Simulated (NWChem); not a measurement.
System: SiNH3OClF; SMILES F[Si](Cl)(N)O

```xyz
8

N     -0.9996    -1.1859     1.0049
Si     0.0382    -0.3157    -0.0236
O      1.6140    -0.6061     0.3191
F     -0.3540    -0.7790    -1.5183
Cl    -0.1407     1.7243     0.0128
H     -0.9409    -1.0630     2.0095
H     -1.9551    -1.3571     0.7109
H      1.8417    -1.5340     0.4384
```
Atoms are numbered in this order, from 1.

All runs: NWChem. Pople sets run with spherical d functions. Coordinates come from a PBE0/def2-SVP optimisation. Level: M06-2X/6-31G* with SMD (1 M gas to 1 M solution), gas-phase geometry. Reactions with the solvent are ignored.

```tsv
solvent	dielectric constant	solvation free energy (kcal/mol)	cavity-dispersion-structure term (kcal/mol)	dipole in solution (D)
water	78.4	-8.6	3.2	4.43
1,4-dioxane	2.21	-4.7	-0.1	3.98
N,N-dimethylformamide	37.2	-8.6	-0.1	4.30
benzene	2.27	-5.5	-0.8	3.98
chlorobenzene	5.70	-7.4	-0.3	4.18
toluene	2.37	-5.5	-0.7	4.00
ethylene glycol	40.2	-9.0	2.6	4.42
```
